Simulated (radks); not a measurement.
Values are calculated unless marked as measured or tabulated.
Ionisation of Kr+, [Ar] 3d10 4s2 4p5, to Kr2+, [Ar] 3d10 4s2 4p4, under several functionals. Scalar-relativistic Kohn-Sham, spin-unpolarised, spherical densities, finite nucleus; a radial shooting solver on a logarithmic mesh with Libxc functionals.

functional,E(Kr+) (hartree),Exc (hartree),IE (eV),-e(HOMO) (eV),<r> HOMO (bohr),IE error (eV)
BP86,-2790.42012,-96.82166,25.282,19.650,1.826,+0.922
exchange-only PBE,-2787.99501,-94.35242,24.077,18.482,1.844,-0.283
MS2 meta-GGA,-2789.75950,-96.12165,25.477,19.873,1.820,+1.117
exchange-only LDA,-2783.06290,-89.35438,23.919,18.321,1.840,-0.440
TASK exchange with Perdew-Wang LDA correlation,-2789.43481,-95.71575,26.023,20.414,1.809,+1.663
"LDA (Slater exchange, Perdew-Zunger correlation)",-2786.28697,-92.62946,25.338,19.700,1.827,+0.978
PBEsol,-2787.93011,-94.29614,25.178,19.546,1.826,+0.818
exchange-only r2SCAN,-2788.45189,-94.75498,24.647,19.070,1.831,+0.287
RPBE,-2789.96306,-96.36069,25.143,19.518,1.829,+0.783

NIST Atomic Spectra Database: 24.360 eV (measured). Closest: exchange-only PBE. The Delta-SCF values span 2.10 eV, the total energies 7.36 hartree. The highest occupied level is 4p. Spin polarisation and multiplet splitting are left out, so open shells lie too high by an amount that depends on their filling.

Beside tabulated values, note that spin-unpolarised runs miss the spin-polarisation part of the exchange energy of open shells.
